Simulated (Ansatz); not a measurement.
Mulliken charges of `[Cl][SnH2]` radical from PBE/def2-TZVPP in Ansatz (PBE0-D4/def2-TZVP geometry).

```tsv
atom	x (Å)	y (Å)	z (Å)	charge (e)
Cl1	-1.883	0.398	-0.585	-0.351
Sn2	0.380	-0.180	-0.397	0.542
H3	0.412	-1.500	0.710	-0.096
H4	1.146	1.221	0.252	-0.096
```

Problem. By hand: the dipole of these point charges (1 e Å = 4.8032 D).

Solution. Σ q r = (0.717, -0.210, -0.102) e Å, of length 0.754 e Å = 3.62 D.

Problem. How does the dipole of the full density compare? (Best estimate.)

Solution. Computed: (0.446, -0.121, -0.004) e Å, 2.22 D; the point charges give 1.63 times that, at 7° from its direction.

Point charges leave out the atoms' own dipoles, such as those of lone pairs, and Mulliken's split depends on the basis, so the two needn't agree.
